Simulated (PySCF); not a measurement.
Level of theory: TPSSh-D3(BJ)/def2-TZVP // PBE-D3(BJ)/def2-SVP in PySCF. All species are isolated molecules in the gas phase. One relaxed conformer stands for a flexible species; it need not be the lowest. 

Reference species: [Ni(H2O)4(NH3)2]2+ (excited triplet) (charge +2, multiplicity 3).

The charge on the central atom (Mulliken) is 0.68 e and the mean distance from the central atom to its bonded neighbours is 2.108 Å. The highest occupied spin orbital comes out as -15.06 eV.

Changed species: [Ni(H2O)2(NH3)4]2+ (near-degenerate triplet) (4 of 6 H2O replaced by NH3, multiplicity 3; the reference has 2 of 6 H2O replaced by NH3, multiplicity 3).

### Question
Give the shifts of the charge on the central atom (Mulliken), mean distance from the central atom to its bonded neighbours and highest occupied spin orbital.

### Answer
the charge on the central atom (Mulliken) decreases by 0.07 e, to 0.61 e; the mean distance from the central atom to its bonded neighbours rises by 0.036 Å, to 2.144 Å; the highest occupied spin orbital rises by 1.05 eV, to -14.01 eV.
